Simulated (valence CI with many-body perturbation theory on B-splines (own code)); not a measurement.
## As²⁷⁺: calculated level list

Method: configuration interaction combined with many-body perturbation theory (CI+MBPT): four valence electrons over a frozen Dirac-Fock core [He], a basis of 11 s, 11 p, 10 d, 8 f, 5 g, 2 h functions for each j, with the one-electron correlation potential Σ1 (screened to all orders), the two-electron term Σ2, the three-electron term Σ3, Breit, model QED; selected single and double excitations, second order for the rest, scaled by the run's own slope (own B-spline code, finite nucleus).

No measured spectrum was set against this ion. As an estimate, large intervals hold to a few tenths of a per cent, small ones and those within an open d or f shell to about a per cent. Among the levels kept, up to 1000 cm⁻¹ of a level comes from second order outside the variational space, and about a tenth of that is noise between levels of different J, which matters for small intervals.

Levels 181 to 201 of 201, with energies above the lowest level, (2s^2 2p1/2^2) J=0. "Leading %" is the weight of the configuration and term that name the level; weights of strongly mixed levels are sums over their largest components and can fall short. In the jj column 3d3/2^4 stands for four electrons in 3d with j = 3/2. Lifetimes count E1, E2, E3, M1 and M2 decay at the calculated energies, and are blank where another channel may lead or the interval is too uncertain; long ones can be off by a factor of two.

| No. | Configuration | Term | J | E (eV) | Leading % | Second component | Leading jj | Lifetime |
| --- | --- | --- | --- | --- | --- | --- | --- | --- |
| 181 | 2p3 3d | 5D° | 1 | 1969.1 | 69 | 15 % 2p3 3d 3P° | 2p1/2^2 2p3/2 3d3/2 (72 %) | 202 fs |
| 182 | 2p3 3p | 3D | 2 | 1969.4 | 47 | 15 % 2p3 3p 3P | 2p1/2 2p3/2^2 3p3/2 (83 %) | 89.2 fs |
| 183 | 2p3 3d | 5D° | 4 | 1970.2 | 65 | 23 % 2p3 3d 3F° | 2p1/2^2 2p3/2 3d5/2 (79 %) | 9.06 ps |
| 184 | 2p3 3p | 1F | 3 | 1970.8 | 47 | 28 % 2p3 3p 3D | 2p1/2 2p3/2^2 3p3/2 (64 %) | 94.1 fs |
| 185 | 2p3 3d | 3D° | 2 | 1975.2 | 42 | 24 % 2p3 3d 5D° | 2p1/2^2 2p3/2 3d5/2 (82 %) | 73.7 fs |
| 186 | 2p3 3p | 3P | 0 | 1975.2 | 91 | 7 % 2p3 3p 1S | 2p1/2 2p3/2^2 3p3/2 (60 %) | 76.9 fs |
| 187 | 2p3 3p | 1P | 1 | 1975.6 | 44 | 39 % 2p3 3p 3D | 2p1/2 2p3/2^2 3p3/2 (85 %) | 76.4 fs |
| 188 | 2p3 3p | 3D | 3 | 1979.5 | 60 | 31 % 2p3 3p 1F | 2p1/2 2p3/2^2 3p3/2 (96 %) | 95.8 fs |
| 189 | 2p3 3p | 3F | 4 | 1980.2 | 97 |  | 2p1/2 2p3/2^2 3p3/2 (97 %) | 111 fs |
| 190 | 2p3 3d | 3D° | 3 | 1983.6 | 41 | 19 % 2p3 3d 3G° | 2p1/2^2 2p3/2 3d5/2 (48 %) | 29.5 fs |
| 191 | 2p3 3p | 3P | 2 | 1983.9 | 73 | 17 % 2p3 3p 1D | 2p1/2 2p3/2^2 3p1/2 (84 %) | 60.5 fs |
| 192 | 2p3 3d | 3D° | 1 | 1985.5 | 74 | 10 % 2p3 3d 1P° | 2p1/2^2 2p3/2 3d5/2 (68 %) | 32.9 fs |
| 193 | 2p3 3p | 3P | 1 | 1989.2 | 69 | 16 % 2p3 3p 1P | 2p1/2 2p3/2^2 3p3/2 (80 %) | 81.9 fs |
| 194 | 2p3 3s | 3P° | 2 | 1991.8 | 62 | 14 % 2p3 3s 3D° | 2p3/2^3 3s (90 %) | 126 fs |
| 195 | 2p3 3p | 3D | 1 | 1993.0 | 61 | 26 % 2p3 3p 1P | 2p1/2 2p3/2^2 3p1/2 (78 %) | 88.2 fs |
| 196 | 2p3 3s | 1P° | 1 | 1995.5 | 48 | 20 % 2p3 3s 3D° | 2p3/2^3 3s (88 %) | 100 fs |
| 197 | 2p3 3p | 1D | 2 | 1997.1 | 57 | 28 % 2p3 3p 3P | 2p1/2 2p3/2^2 3p3/2 (91 %) | 87.5 fs |
| 198 | 2p3 3d | 3F° | 2 | 2001.1 | 54 | 23 % 2p3 3d 3D° | 2p1/2 2p3/2^2 3d3/2 (86 %) | 145 fs |
| 199 | 2p3 3d | 3D° | 1 | 2002.0 | 60 | 16 % 2p3 3d 5D° | 2p1/2 2p3/2^2 3d3/2 (73 %) | 93.0 fs |
| 200 | 2p3 3d | 3F° | 3 | 2002.5 | 55 | 18 % 2p3 3d 3D° | 2p1/2 2p3/2^2 3d5/2 (75 %) | 156 fs |
| 201 | 2p3 3d | 1S° | 0 | 2002.8 | 58 | 21 % 2p3 3d 3P° | 2p1/2 2p3/2^2 3d3/2 (70 %) | 563 fs |
